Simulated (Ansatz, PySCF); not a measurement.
This PySCF input computes a BLYP/def2-TZVPD energy:

```python
from pyscf import gto, scf, dft

mol = gto.M(
    atom='''
    Si   -1.43846753   -0.24763310    0.54742865
    Ge    0.73492862    0.11446010   -0.32684864
    H    -1.96090942   -0.03616755    1.92507539
    H    -2.57244740   -0.76158709   -0.26764062
    H     1.15418640    0.60189491    1.13772066
    ''',
    basis='def2-tzvpd',
    charge=0,
    spin=1,
    verbose=4,
)

mf = dft.UKS(mol, xc='blyp').density_fit(auxbasis='def2-universal-jkfit')
mf.grids.level = 3
mf.conv_tol = 1e-9
mf.max_cycle = 100
mf.max_memory = 1500
mf.kernel()
if not mf.converged:
    mf = mf.newton()
    mf.kernel(mf.make_rdm1())
for _ in range(2):
    mo, _, stable, _ = mf.stability(return_status=True)
    if stable:
        break
    mf.kernel(mf.make_rdm1(mo, mf.mo_occ))
mf.analyze()
```

Task: Write an input for the same energy in Ansatz (a program for electronic structure) and say what it gives.

Result: 
Ansatz 0.2 input:
```yaml
crystal:
  periodic: [false, false, false]
  atoms:
    - {symbol: Si, position_ang: [-1.43846753, -0.24763310, 0.54742865]}
    - {symbol: Ge, position_ang: [0.73492862, 0.11446010, -0.32684864]}
    - {symbol: H, position_ang: [-1.96090942, -0.03616755, 1.92507539]}
    - {symbol: H, position_ang: [-2.57244740, -0.76158709, -0.26764062]}
    - {symbol: H, position_ang: [1.15418640, 0.60189491, 1.13772066]}
basis:
  gaussian:
    orbitals: def2-TZVPD
hamiltonian:
  xc: {name: BLYP}
magnetization: {spin_polarized: true, initial_magnetization: 1}
output: {forces: true}
```
It gives -2368.28960 Eh, and PySCF -2368.28966 Eh, a difference of 0.06 mEh, from the treatment of integrals and grids.

It need not be the lowest isomer of its formula.
